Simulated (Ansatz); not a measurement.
Level of theory: frozen-core CCSD(T)/def2-TZVPP // PBE0-D4/def2-SVP (Ansatz, a quantum-chemistry and plane-wave program).

Ansatz 0.2 input:
```yaml
crystal:
  periodic: [false, false, false]
  atoms:
    - { symbol: In, position_ang: [-0.231038, 0.055204, -0.022728] }
    - { symbol: F, position_ang: [-1.762454, -0.87028, -0.77557] }
    - { symbol: F, position_ang: [0.182644, 1.895024, -0.53265] }
    - { symbol: F, position_ang: [0.598311, -0.583296, 1.648075] }
    - { symbol: C, position_ang: [2.649844, 0.081005, -1.466824] }
    - { symbol: O, position_ang: [1.7342, -0.758825, -0.762628] }
    - { symbol: H, position_ang: [2.726759, 1.071961, -0.996045] }
    - { symbol: H, position_ang: [2.258431, 0.201976, -2.484089] }
    - { symbol: H, position_ang: [3.634976, -0.404, -1.518993] }
    - { symbol: H, position_ang: [2.065617, -0.970181, 0.128508] }
basis:
  gaussian: { orbitals: def2-TZVPP }
correlation:
  method: ccsd_t
```

Output:

```
Functional definition: HF
1803 factors; integrals over basis functions are off by at most 1.1e-3 eV
mean field evaluation 1: about -16399.3373 eV, gradient 5.8e1 eV
mean field evaluation 2: about -16399.4536 eV, gradient 5.8e1 eV
mean field evaluation 4: about -16404.9222 eV, gradient 3.0e0 eV
mean field evaluation 8: about -16404.9731 eV, gradient 3.4e-1 eV
mean field evaluation 16: about -16399.3374 eV, gradient 5.8e1 eV
mean field -16404.97344498 eV, -602.8716544125 hartree, gradient 2.1e-6 eV, S^2 0.000000; 0 other end points of the search recorded, 0 dependent functions left out
9 core orbitals not correlated
reference -16404.97344498 eV, -602.8716544125 hartree; 24, 24 occupied and 228, 228 virtual orbitals, 1803 factors
second order -39.79297286 eV of doubles, -0.00000000 eV of singles
cycle   1  -38.89169713 eV  change    9.0e-1 eV  update   1.5e-1
cycle   2  -39.75268217 eV  change   -8.6e-1 eV  update   4.9e-2
cycle   3  -39.97805953 eV  change   -2.3e-1 eV  update   2.6e-2
cycle   4  -39.96293787 eV  change    1.5e-2 eV  update   7.4e-3
cycle   5  -39.95281198 eV  change    1.0e-2 eV  update   2.9e-3
cycle   6  -39.95463207 eV  change   -1.8e-3 eV  update   1.0e-3
cycle   7  -39.95481884 eV  change   -1.9e-4 eV  update   3.2e-4
cycle   8  -39.95452506 eV  change    2.9e-4 eV  update   1.1e-4
cycle   9  -39.95453019 eV  change   -5.1e-6 eV  update   4.4e-5
perturbative correction -1.24567896 eV, -0.0457778573 hartree
Total energy: -16446.17365412 eV, -604.3857341722 hartree
```

Cost: around 30 core-minutes (rough).
